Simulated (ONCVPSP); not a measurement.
u(r) = r·R(r): atom against pseudo-atom (Ni (Z = 28))

Columns: radius, all-electron u(r) and pseudo u(r) of the 3s shell (level -130.28 eV) of nickel in the configuration [Ne] 3s2 3p6 3d8; LDA (Perdew-Wang 92), scalar-relativistic, ONCV scheme, ONCVPSP 4.0.1.

```csv
r (bohr),all-electron,pseudo
0.072,-0.0203,0.1432
0.145,-0.6567,0.2975
0.217,-0.5599,0.4631
0.290,-0.0784,0.6417
0.362,0.4446,0.8177
0.435,0.8656,0.9806
0.507,1.1327,1.1097
0.580,1.2661,1.1949
0.652,1.2944,1.2270
0.725,1.2519,1.2074
0.798,1.1659,1.1436
0.870,1.0584,1.0500
0.942,0.9426,0.9404
1.015,0.8257,0.8253
1.088,0.7150,0.7148
1.160,0.6148,0.6146
1.232,0.5248,0.5247
1.305,0.4443,0.4442
1.378,0.3742,0.3741
1.450,0.3146,0.3146
1.522,0.2636,0.2635
1.595,0.2196,0.2195
1.668,0.1824,0.1823
1.740,0.1515,0.1515
1.812,0.1256,0.1256
1.885,0.1037,0.1037
```

Problem. How many radial nodes do the two functions have?

Solution. The all-electron 3s function has n − l − 1 = 2 (the table is too coarse to show those close to the nucleus); the pseudo-wave has 0, since the states of the same l below it are removed with the core.

Problem. At about which radius was the pseudo-wave matched?

Solution. 1.20 bohr. The columns agree to 0.0005 from 1.01 bohr on; several derivatives are matched, so the curves merge somewhat inside the radius.

Problem. Is the pseudo-wave norm-conserving?

Solution. Yes: the ONCV scheme keeps the norm inside the radius equal to the all-electron one, which fixes the energy derivative of the logarithmic derivative at the level.
